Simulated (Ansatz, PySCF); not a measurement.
Complex: HBr (SMILES Br) (first 2 atoms) with H4OSi (SMILES O[SiH3]); geometry from B3LYP-D3(BJ)/def2-TZVP, rigid monomers moved along the line of their centres of mass till Br1···H5 is 3.15 Å.
(charge 0, multiplicity 1):
```xyz
8

Br    -0.46726    -1.37691    -0.09632
H      0.41335    -0.30808     0.25410
O     -0.98615     0.04930     3.56547
Si     0.61360     0.38570     3.76642
H     -1.23328    -0.53872     2.84426
H      1.39733    -0.80704     4.16804
H      0.69541     1.42463     4.81053
H      1.21585     0.90537     2.50596
```

Counterpoise-corrected where a basis set is named; no monomer relaxation.

Cores are frozen in the correlated methods. Filled d and f shells under p-block atoms count as core. CBS(a, b) extrapolates the correlation energy as X⁻³ and adds the Hartree–Fock energy of set b.

Codes used: Ansatz (Gaussian orbitals); PySCF for the dispersion terms. 

### Question
Predict the interaction energy from PBE-D3(BJ)/def2-TZVPPD.

### Answer
-11 kJ/mol

Ansatz is a first-principles code.
